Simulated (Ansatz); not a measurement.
Na4Li2, relaxed as a singlet with RKS PBE/def2-SVP in Ansatz, starting from the GFN1-xTB geometry. Force threshold 0.02 eV/Å.

The restricted singlet is unstable towards broken spin symmetry in Hartree–Fock (as tested in another run); at PBE/def2-SVP this wasn't settled. The structure comes from a short search, and lower isomers may exist.

Start:

```xyz
6

Li    0.109   -0.115   -0.363
Li   -0.676   -0.098    0.343
Na   -0.293    0.125    0.196
Na   -0.445    0.006    0.340
Na   -0.247    0.205    0.088
Na    1.552   -0.124   -0.604
```

Q: Estimate the energy that the relaxation releases and the steps that it takes.

A: 953432.2 kJ/mol, in 35 steps; 63 s on 4 threads of Arm Neoverse V2 on a shared host. The force fell under the threshold at step 32, but the optimiser went on. No frequencies were taken in this run, so the end may be a saddle point.

Q: Does the start keep its bonding?

A: Bonds lost: Li2–Na3, Li2–Na6, Na3–Na5, Na4–Na5, Na4–Na6 (atoms count from 1). Metal–metal contacts that move far: Li2–Na4 0.25 to 3.43 Å, Li2–Na5 0.58 to 3.43 Å.

Q: Predict the relaxed structure.

A: 
| atom | x (Å) | y (Å) | z (Å) |
| --- | --- | --- | --- |
| Li1 | -0.008 | -0.002 | -0.003 |
| Li2 | -2.688 | 0.260 | -1.030 |
| Na3 | 1.664 | -0.808 | 2.469 |
| Na4 | -2.046 | -0.853 | 2.145 |
| Na5 | 0.078 | 1.048 | -2.901 |
| Na6 | 3.000 | 0.355 | -0.680 |
Bond lengths (bridged metal pairs left out): 6 × Li–Na 3.08 to 3.43 Å; 3 × Na–Na 3.61 to 3.74 Å; 1 × Li–Li 2.88 Å.
